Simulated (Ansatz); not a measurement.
Cost and result for the atomization energy of C2H7BN2Si, SMILES `CB[Si]1(N)C=N1` (13 atoms, 13 bonds).

```xyz
13

C    -0.7925   -1.8666   -0.9255
B    -0.7108   -0.3156   -0.9643
Si    0.2591    0.8026    0.3443
N     0.9420    0.0088    1.6941
C     0.8795    2.4235   -0.1113
N    -0.2125    2.5453    0.5253
H    -0.7943   -2.3231   -1.9192
H    -0.0620   -2.3707   -0.2908
H    -1.7900   -2.0893   -0.5099
H    -1.2887    0.2853   -1.8258
H     0.4884   -0.7907    2.1035
H     1.5263    0.4893    2.3580
H     1.5554    3.2013   -0.4782
```

Charge 0, multiplicity 1. All single points use the PBE0-D4/def2-TZVP geometry. It is one conformer, not always the lowest. Program: Ansatz. All runs use 4 threads of an Arm Neoverse V2 on a shared host. Times are those of one run each, without the atoms' runs, and a repeat can differ threefold. Electronic energies, without spin–orbit coupling; frozen cores. CCSD(T)/CBS adds CCSD(T) − MP2 in def2-TZVPP to the MP2 limit, and its time is that of the two runs behind it. T1 = 0.018. B3LYP takes the VWN-RPA correlation (the form of Gaussian; ORCA's B3LYP/G).

CCSD(T)/CBS is a level of theory with its own doubt, some kJ/mol a heavy atom from the limit and from the frozen cores, so smaller differences don't rank the functionals.

```csv
level,functions,wall time
PBE-D4/def2-TZVPP (with forces),295,2.8 s
PBE0-D4/def2-TZVPP,295,3.2 s
r2SCAN-D4/def2-TZVPP (with forces),295,5.5 s
B3LYP-D4/def2-TZVPP (with forces),295,5.5 s
B2PLYP/def2-TZVPP,295,6.5 s
ωB97X-V/def2-TZVPP,295,8.5 s
ωB97M-V/def2-TZVPP (with forces),295,12 s
MP2/def2-QZVPP,565,26 s
CCSD(T)/def2-TZVPP,295,14 min
CCSD(T)/CBS(def2),–,14 min
```

What atomization energy does each give, and how far from CCSD(T)/CBS? (An estimate is asked.)

The calculation gave: 
```csv
level,atomization (kcal/mol),difference from CCSD(T)/CBS,per bond
PBE-D4/def2-TZVPP (with forces),1209.5,39.7,3.1
PBE0-D4/def2-TZVPP,1182.2,12.4,1.0
r2SCAN-D4/def2-TZVPP (with forces),1178.5,8.7,0.7
B3LYP-D4/def2-TZVPP (with forces),1180.1,10.3,0.8
B2PLYP/def2-TZVPP,1164.0,-5.8,-0.4
ωB97X-V/def2-TZVPP,1179.8,10.0,0.8
ωB97M-V/def2-TZVPP (with forces),1180.6,10.8,0.8
MP2/def2-QZVPP,1176.6,6.8,0.5
CCSD(T)/def2-TZVPP,1135.0,-34.8,-2.7
CCSD(T)/CBS(def2),1169.8,0.0,0.0
```

In def2-TZVPP, CCSD(T) changes the Hartree–Fock value by +310.6 kcal/mol (the triples alone add +21.1 kcal/mol) and MP2 by +331.4 kcal/mol; breaking electron pairs costs correlation energy, which Hartree–Fock lacks. From PBE to PBE0 (25 % exact exchange), in def2-TZVPP and without D4, the atomization energy moves by −26.3 kcal/mol: exact exchange takes away binding that semilocal exchange gives to molecules. The D4 term adds +10.6 kcal/mol with B3LYP and +5.7 kcal/mol with PBE0; it sums over pairs of atoms, weighted by their polarisabilities, and B3LYP, whose exchange is more repulsive, gets the larger term.
